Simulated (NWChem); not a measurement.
**Correlation energy of BiCl₃**

```xyz
4

Bi     0.0021     0.4468     0.0000
Cl    -1.0836    -0.7221     1.8710
Cl    -1.0836    -0.7221    -1.8710
Cl     2.1570    -0.7374     0.0000
```
Charge 0, spin multiplicity 1.

The numbers come from NWChem runs, not from measurements. Structure: optimised with PBE0/def2-SVP with def2 effective core potentials on Bi, a minimum by its harmonic frequencies.

Basis set: def2-SVP. Each correlation energy counts from its own Hartree-Fock reference.

Effective core potentials replace the inner electrons of Bi; spin-orbit coupling is left out. The correlated methods keep 19 core orbitals frozen. The structure started from a generated list of species. Coupled-cluster values serve here as a point of comparison, not as the truth.

| method | correlation energy (mHa) |
|---|---|
| MP2 | -500.3 |
| SCS-MP2 | (withheld) |
| CR-CCSD[T] | -550.0 |
| CR-CCSD(T) | (withheld) |
| CCSD | -538.9 |
| CCSD+T(CCSD) | -553.8 |
| CCSD(T) | -553.2 |

Problem. Fill in the missing entries.

Solution. 
- SCS-MP2, correlation energy (mHa): -480.7
- CR-CCSD(T), correlation energy (mHa): -549.5
